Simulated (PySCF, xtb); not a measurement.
Ta(O)(OH)(NH2)2 (H5N2O2Ta), SMILES [NH2][Ta]([NH2])(=[O])[OH], multiplicity 1. The values are those of a single conformer.

Harmonic wavenumbers (cm⁻¹) from xtb 6.7.1 with GFN2-xTB at its own minimum, in rising order: 122, 128, 132, 159, 164, 229, 272, 358, 378, 415, 426, 471, 488, 507, 565, 578, 777, 1524, 1526, 3397, 3397, 3430, 3432, 3657.

### Question
What does PBE0-D3(BJ)/def2-SVP (PySCF 2.14.0) give at its own minimum? (An estimate is asked for; the answer gives what the named calculation found.)

### Answer
171, 172, 178, 184, 197, 288, 324, 364, 453, 463, 492, 569, 588, 669, 682, 710, 1007, 1514, 1517, 3585, 3588, 3683, 3683, 3970. Paired by order, the mean absolute difference is 107 cm⁻¹ and the zero-point energies are 37.9 and 41.5 kcal/mol.
